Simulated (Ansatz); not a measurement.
`NCB1C=N1`, relaxed with RKS PBE0-D4/def2-TZVP in the Gaussian-basis code of Ansatz from a PBE-D4/def2-SVP geometry. The force threshold is 0.005 eV/Å; the program also tests the step.

Total charge 0; spin multiplicity 1.

Start:

```xyz
10

N    -0.312    1.159    1.437
C    -0.239    0.929   -0.019
B     0.136   -0.500   -0.523
C     0.437   -1.653   -1.374
N     0.500   -1.838   -0.071
H    -0.995    0.504    1.842
H     0.583    0.881    1.862
H     0.479    1.656   -0.468
H    -1.207    1.228   -0.484
H     0.618   -2.366   -2.202
```

Task: How much energy does the relaxation release, and in how many steps? (An estimate is asked.)

Result: The calculation gave: 4.93 kJ/mol, in 5 steps.

Task: Which bonds change most? (Best estimate.)

Result: The calculation gave: C4–H10 from 1.108 to 1.087 Å; B3–N5 from 1.458 to 1.437 Å; C2–H8 from 1.116 to 1.097 Å; C2–H9 from 1.115 to 1.097 Å.

Task: Give the relaxed structure. (Estimate.)

Result: The calculation gave: 
```xyz
10

N    -0.307    1.140    1.422
C    -0.235    0.918   -0.025
B     0.137   -0.506   -0.520
C     0.434   -1.641   -1.367
N     0.485   -1.830   -0.081
H    -0.989    0.513    1.832
H     0.578    0.898    1.851
H     0.474    1.636   -0.456
H    -1.193    1.210   -0.473
H     0.616   -2.336   -2.183
```
